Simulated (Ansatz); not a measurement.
`[NH2][Mg][F]` + `CNC` → `C[N](C)[Mg][NH2]` + H–F at 600 K and 1 bar (ligand exchange at a Mg–F bond).

Program: Ansatz. Geometries: PBE0-D4/def2-TZVP. ΔE: electronic, gas phase. CCSD(T)/CBS is the MP2 limit (def2-TZVPP, def2-QZVPP) plus CCSD(T) − MP2 in def2-TZVPP, frozen cores. This one scheme is used for every species. For Mg outer-core shells are correlated without core-valence functions, which leaves a few kJ/mol of doubt a bond. One conformer a species, not always the lowest.

```tsv
species	CCSD(T)/CBS energy (Eh)	H − E (kJ/mol)	S (J/(mol·K))
`[NH2][Mg][F]`	-355.68386	106.4	330.3
`CNC`	-135.00321	284.6	333.5
`C[N](C)[Mg][NH2]`	-390.24119	346.7	471.0
H–F	-100.39570	42.3	194.0
```

H − E and S are ideal-gas, rigid-rotor, harmonic terms from PBE0-D4/def2-TZVP, for one conformer and one mirror image of each species. 1 Eh = 2625.50 kJ/mol, R = 8.31446 J/(mol·K).

**Question.** By hand: ΔE, ΔH, ΔS and ΔG.

**Answer.** ΔE = (-390.24119) + (-100.39570) − (-355.68386) − (-135.00321) = 0.05018 Eh = 131.7 kJ/mol. Δ(H − E) = 346.7 + 42.3 − 106.4 − 284.6 = -2.0, so ΔH = 129.7 kJ/mol. ΔS = 471.0 + 194.0 − 330.3 − 333.5 = 1.2 J/(mol·K). ΔG = 129.7 − 600 × (1.2)/1000 = 129.0 kJ/mol.

**Question.** By hand: the equilibrium constant, and the temperature at which ΔG would vanish if ΔH and ΔS stayed fixed.

**Answer.** log₁₀ K = −ΔG/(RT ln 10) = -11.2. ΔG = 0 at ΔH/ΔS = 108083 K, far beyond where these terms or the molecules hold.

The number of gas molecules stays the same, so ΔS is small and ΔH decides. A doubt of 5 kJ/mol in ΔE shifts log₁₀ K by 0.4 here. Other conformers and mirror images would add mixing entropy, several J/(mol·K) or more a flexible species. These are equilibria of isolated gas molecules and say nothing of rates. Largest T1 diagnostic: 0.011 (customary marks: 0.02 for closed shells, 0.045 for open ones).
